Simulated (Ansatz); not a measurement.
Total energies of `C[Si](C)(C)C#Cc1cc2sc(-c3cc4sc(-c5cc6sc(-c7cc8sc(-c9cc%10sc(-c%11cc%12sc(C#C[Si](C)(C)C)cc%12s%11)cc%10s9)cc8s7)cc6s5)cc4s3)cc2s1` from Ansatz at PBE0-D4/def2-SVP, gas phase (1 Eh = 27.2114 eV = 2625.5 kJ/mol). The reference geometry is relaxed at r2SCAN-D4/def2-SVP.

```tsv
state	geometry	energy (Eh)
charge 0 singlet	reference	-7121.48554
charge 1 doublet	reference	-7121.26900
charge -1 doublet	reference	-7121.56014
free C atom (triplet)	–	-37.76066
free Si atom (triplet)	–	-289.15194
free S atom (triplet)	–	-397.83788
free H atom (doublet)	–	-0.50029
```

Single mean-field runs in def2-SVP are fitted with def2-universal-jkfit.

Problem. Work out the vertical ionisation energy to the doublet.

Solution. E(charge 1 doublet) − E(charge 0 singlet) = -7121.26900 − (-7121.48554) = 0.21654 Eh = 5.89 eV. For comparison, −ε of the highest occupied level is 5.17 eV at this level, 0.72 eV less.

Problem. Work out the vertical electron affinity, to the doublet.

Solution. E(charge 0 singlet) − E(charge -1 doublet) = -7121.48554 − (-7121.56014) = 0.07460 Eh = 2.03 eV. The basis lacks diffuse functions, which makes affinities too small.

Problem. Give the fundamental gap IE − EA, the Mulliken electronegativity (IE + EA)/2 and the hardness (IE − EA)/2.

Solution. From the values in Eh: IE − EA = 0.21654 − 0.07460 = 0.14194 Eh = 3.86 eV; (IE + EA)/2 = 3.96 eV; (IE − EA)/2 = 1.93 eV. The HOMO–LUMO gap of the same run is 2.50 eV, 1.36 eV smaller than the fundamental gap.

Problem. What is the binding energy per atom against free atoms?

Solution. Atoms: 46 × (-37.76066) + 2 × (-289.15194) + 12 × (-397.83788) + 30 × (-0.50029) = -7104.35750 Eh. Binding: -7104.35750 − (-7121.48554) = 17.12804 Eh = 466.08 eV, or 5.18 eV for each of 90 atoms (no zero-point energy, no counterpoise term).
